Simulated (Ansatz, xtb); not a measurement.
BrH3Si3: which of two structures lies lower

We compare a, a singlet given by its coordinates, with b, a singlet given by its coordinates. Both are isolated molecules in the gas phase, relaxed with BLYP-D3(BJ)/def2-SVP.

a (Å):

```xyz
7

Br    2.8024   -0.4087   -0.3149
Si   -0.6798   -0.4152   -0.1800
Si    0.9825   -1.6946    1.0952
Si    1.3268   -2.2045   -1.1788
H    -0.6272   -0.4336   -1.7000
H    -2.0223   -0.9741    0.1970
H    -0.5360    1.0294    0.1933
```

Close contacts (Å): Br1–Si3 2.64, Br1–Si4 2.48, Si2–Si3 2.45, Si2–Si4 2.87, Si3–Si4 2.36, Si2–H5 1.52, Si2–H6 1.50, Si2–H7 1.50.

b (Å):

```tsv
atom	x (Å)	y (Å)	z (Å)
Br	-2.9509	3.7832	-2.6674
Si	-0.7926	-0.6945	-1.8070
Si	-0.4975	1.3213	-0.7983
Si	-2.3741	1.6910	-2.0328
H	-1.9478	-1.2923	-2.5749
H	0.3585	-1.6620	-1.9277
H	-3.4025	0.8138	-2.7055
```

Close contacts (Å): Br1–Si4 2.26, Si2–Si3 2.27, Si2–Si4 2.87, Si3–Si4 2.28, Si2–H5 1.51, Si2–H6 1.51, Si4–H7 1.51.

Q: Which of the two would you expect CCSD(T)/def2-SVP + ΔMP2/def2-TZVPP electronic energies to favour?

A: Structure b; the calculation gives E(b) − E(a) = −6.13 kJ/mol.

How the difference moves with the method:

| level | geometry | E(b) − E(a) (kJ/mol) | departure from the last row (kJ/mol) | job, with rough time for the two |
| --- | --- | --- | --- | --- |
| BLYP-D3(BJ)/def2-SVP | BLYP-D3(BJ)/def2-SVP | −3.90 | +2.23 | optimisation, 5.3 min |
| HF/def2-SVP | BLYP-D3(BJ)/def2-SVP | +3.67 | +9.81 | part of the CCSD(T) run |
| MP2/def2-SVP | BLYP-D3(BJ)/def2-SVP | −24.37 | −18.24 | part of the CCSD(T) run |
| CCSD(T)/def2-SVP | BLYP-D3(BJ)/def2-SVP | −9.44 | −3.31 | single point |
| CCSD(T)/def2-SVP + ΔMP2/def2-TZVPP | BLYP-D3(BJ)/def2-SVP | −6.13 |  | single point, 1.9 min |

HF/def2-SVP puts the two in the other order. The largest departure from CCSD(T)/def2-SVP + ΔMP2/def2-TZVPP is that of MP2/def2-SVP, 18.24 kJ/mol. Levels run at GFN2-xTB geometries aren't shown. The last row adds to CCSD(T) the change of the MP2 difference between the two basis sets, here +3.31 kJ/mol.

With harmonic frequencies from BLYP-D3(BJ)/def2-SVP (ideal gas, rigid rotor, one conformer each, 298.15 K, 1 atm): on the last row, ΔE + ΔZPE = −6.65 kJ/mol. A mode under 50 cm⁻¹ makes harmonic enthalpies and free energies unreliable, so none is given.

The correlated steps freeze 24 core orbitals; the filled d shell of Br is correlated, in a basis made for valence electrons. Run with Ansatz 0.2.0; the last row on 1 thread of AMD EPYC (Zen 3) on a shared host.
